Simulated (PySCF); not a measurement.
# Telling isomers of C5H3N3 apart by NMR

[PySCF: σ from GIAO-PBE0/pcSseg-1; geometry: GFN2-xTB; B3LYP/pcJ-1 coupling constants (spin–dipole term left out of most H,H and C,H couplings); single conformer; no solvent model; rapidly exchanging positions averaged; relativity neglected]

Shifts are taken against calculated references (same method and geometry level): 1H, 13C against TMS. Multiplet labels drop J under 1 Hz and among equivalent protons, and merge close values. Unscaled 3J(H,H) run several per cent high. Where no couplings were computed, multiplicities follow the n + 1 count of equivalent neighbours, and m marks all less simple cases (inequivalent or close neighbours, rings, F or P nearby). Shifts are as computed. Against solution values, carbons near 30 ppm lie about +3 ppm off and those near 130 ppm about +5 ppm. Of 1309 compounds with measured shifts, 239 miss one by over three times the rms of a fit or turn the order of signals round; such compounds aren't used in these exercises.

(1) Tabulate the signals of `C#Cc1cnnnc1`, `N#CCC(C#N)C#N` and their relative energies.

(2) What is the quickest way to tell C#Cc1cnnnc1 from N#CCC(C#N)C#N?

## Answers

(1) 
| SMILES | carbon types | δC | δH | E rel. (kcal/mol) |
| --- | --- | --- | --- | --- |
| C#Cc1cnnnc1 | 2×C 3×CH | 154.9, 119.9, 103.0, 81.9 | 9.26 (s, 2H), 3.54 (s, 1H) | 48.4 |
| N#CCC(C#N)C#N | 3×C 1×CH 1×CH2 | 118.8, 116.4, 23.1, 19.8 | 3.55 (t, 1H), 2.87 (d, 2H) | 0.0 |

Energies are electronic energies at PBE0/pcSseg-1 on these geometries, without zero-point or thermal terms, each for the one conformer computed, which needn't be the lowest.

(2) Both give the same number of carbon signals, but DEPT or the intensities differ. The first has an aromatic CH next to a ring nitrogen at 154.9 ppm, the second an sp3 CH2 α to a nitrile at 23.1 ppm. Their most deshielded carbons lie at 154.9 and 118.8 ppm. In the proton spectra the most deshielded non-exchanging signals are 9.26 (s, 2H) and 3.55 (t, 1H).
